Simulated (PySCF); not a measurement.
Species: C2H10BNO.
Numbering: `[BH3-:1][NH2+:2][CH2:3][O:4][CH3:5]` (hydrogens: H6, H7, H8 on B1; H9, H10 on N2; H11, H12 on C3; H13, H14, H15 on C5)

Vertical excitations from PySCF (density fitting, frozen core in the response, grid level 2 and gas phase unless stated; continuum runs use non-equilibrium linear response for the excitations) on a GFN2-xTB geometry. Reference run:

| settings | S1, eV (f) | S2, eV (f) | S3, eV (f) | S4, eV (f) | S5, eV (f) | S6, eV (f) | T1, eV (Tamm–Dancoff) | mean α (au) |
| --- | --- | --- | --- | --- | --- | --- | --- | --- |
| PBE0/def2-SVPD, full TDDFT, 6 singlets | 6.78 (0.013) | 6.80 (0.014) | 7.44 (0.007) | 7.89 (0.009) | 7.91 (0.002) | 7.97 (0.004) | 6.66 | 58.7 |

Question: What do these settings give: (1) KT2/6-311+G(2d,p), fitting basis def2-qzvpp-jkfit, TDA, 3 singlets; (2) B3LYP/aug-cc-pVDZ, full TDDFT, 3 singlets?

Answer: 
| settings | S1, eV (f) | S2, eV (f) | S3, eV (f) | S4, eV (f) | S5, eV (f) | S6, eV (f) | T1, eV (Tamm–Dancoff) | mean α (au) |
| --- | --- | --- | --- | --- | --- | --- | --- | --- |
| KT2/6-311+G(2d,p), fitting basis def2-qzvpp-jkfit, TDA, 3 singlets | 5.67 (0.005) | 5.68 (0.004) | 6.28 (0.012) | – | – | – | 5.59 | 60.6 |
| B3LYP/aug-cc-pVDZ, full TDDFT, 3 singlets | 6.15 (0.008) | 6.19 (0.007) | 6.72 (0.006) | – | – | – | 6.09 | 60.5 |

(1) S1 moves by -1.11 eV; functional, basis and response scheme change together, so the shift can't be laid on one. (2) S1 moves by -0.63 eV; functional and basis change together, so the shift can't be laid on one. States are counted by energy in each run and needn't keep their character from row to row.

All basis functions are spherical, in the Pople sets too. KT2 was designed for NMR shieldings or shifts; total energies of different functionals aren't comparable.

Question: Give the leading configurations of S1 (H = HOMO, L = LUMO) and the HOMO–LUMO gap of each run.

Answer: 
```
                                                          settings  S1 configurations (weight)  S1 (eV)  orbital gap (eV)  S1 − gap (eV)
                            PBE0/def2-SVPD, full TDDFT, 6 singlets        H→L 0.50, H−1→L 0.45     6.78              7.89          -1.11
KT2/6-311+G(2d,p), fitting basis def2-qzvpp-jkfit, TDA, 3 singlets                    H→L 0.99     5.67              5.65          +0.02
                         B3LYP/aug-cc-pVDZ, full TDDFT, 3 singlets        H→L 0.74, H−1→L 0.20     6.15              6.94          -0.79
```

The values belong to the conformer `[BH3-:1][NH2+:2][CH2:3][O:4][CH3:5]`: B1–N2–C3–O4 179°, N2–C3–O4–C5 79°.
